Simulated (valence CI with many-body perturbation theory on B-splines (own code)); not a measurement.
The numbers below are computed, except where a source is named.
# Bi LX: what each term of the Hamiltonian does

Level of theory: configuration interaction combined with many-body perturbation theory (CI+MBPT): six valence electrons over a frozen Dirac-Fock core [Ar], radial functions for each j: 7 s, 7 p, 8 d, 6 f, 4 g, 1 h, with the one-electron correlation potential Σ1 (screened to all orders), the two-electron term Σ2, the three-electron term Σ3, Breit, model QED; selected single and double excitations, second order for the rest, scaled by the run's own slope (own B-spline code, finite nucleus).

The last digits are not significant, and no measured levels were compared; by estimate large intervals hold to a few tenths of a per cent, small ones and those within an open d or f shell to about a per cent. Core correlation moves these levels by up to 18000 cm⁻¹, and in measured spectra 5 to 20 % of such shifts remained as error; rates that hang on mixing are uncertain with them. Among the levels kept, up to 1100 cm⁻¹ of a level comes from second order outside the variational space, and about a tenth of that is noise between levels of different J, which matters for small intervals. The list stops below the first excitations out of the core. Only levels of the ground parity were solved; by the run's estimate the other parity begins above the list, which can be wrong where configurations are misplaced.

Each rung adds one term. CI alone is the Dirac-Coulomb CI over the frozen core; QED comes last and gives the full result, which names the levels. Energies are above (3d3/2^4 3d5/2^2) J=4 on the same rung, in eV.

Levels are named by their leading jj configuration (3d3/2^4 stands for four electrons in 3d with j = 3/2), which in mixed levels can hold well under half, so a name can repeat and another be missing. Letters in brackets count levels of one name in rising energy.

```csv
Level,CI alone
(3d3/2^4 3d5/2^2) J=2,9.01
(3d3/2^4 3d5/2^2) J=0,30.75
(3d3/2^3 3d5/2^3) J=3 [a],113.64
(3d3/2^3 3d5/2^3) J=4 [a],114.88
(3d3/2^3 3d5/2^3) J=1 [a],119.01
(3d3/2^3 3d5/2^3) J=6,126.18
(3d3/2^3 3d5/2^3) J=5,125.40
(3d3/2^3 3d5/2^3) J=2 [a],132.88
(3d3/2^3 3d5/2^3) J=3 [b],134.95
(3d3/2^3 3d5/2^3) J=0,144.73
(3d3/2^3 3d5/2^3) J=4 [b],151.72
(3d3/2^3 3d5/2^3) J=1 [b],151.15
(3d3/2^3 3d5/2^3) J=2 [b],152.56
(3d3/2^3 3d5/2^3) J=3 [c],153.47
(3d3/2^2 3d5/2^4) J=2 [a],233.56
(3d3/2^2 3d5/2^4) J=0,236.12
```

(1) What do these energies become with core correlation, Breit and QED?

(2) How does the ionisation energy move along the ladder, and which term matters most?

## Answers

(1) (3d3/2^4 3d5/2^2) J=2 9.49 (+0.477); (3d3/2^4 3d5/2^2) J=0 32.11 (+1.358); (3d3/2^3 3d5/2^3) J=3 [a] 113.41 (-0.227); (3d3/2^3 3d5/2^3) J=4 [a] 114.06 (-0.818); (3d3/2^3 3d5/2^3) J=1 [a] 119.34 (+0.328); (3d3/2^3 3d5/2^3) J=6 122.54 (-3.640); (3d3/2^3 3d5/2^3) J=5 122.89 (-2.513); (3d3/2^3 3d5/2^3) J=2 [a] 131.63 (-1.255); (3d3/2^3 3d5/2^3) J=3 [b] 133.31 (-1.633); (3d3/2^3 3d5/2^3) J=0 143.37 (-1.362); (3d3/2^3 3d5/2^3) J=4 [b] 149.67 (-2.053); (3d3/2^3 3d5/2^3) J=1 [b] 151.10 (-0.046); (3d3/2^3 3d5/2^3) J=2 [b] 151.52 (-1.038); (3d3/2^3 3d5/2^3) J=3 [c] 152.20 (-1.279); (3d3/2^2 3d5/2^4) J=2 [a] 232.73 (-0.837); (3d3/2^2 3d5/2^4) J=0 235.97 (-0.154).

(2) CI alone 6195.3, + Σ1 6197.5, + Σ2 6210.9, + Σ3 6211.2, + Breit 6208.0, + QED 6208.0 eV. The largest step is Σ2, 13.4 eV. NIST lists 6208 ± 7 eV (theoretical).
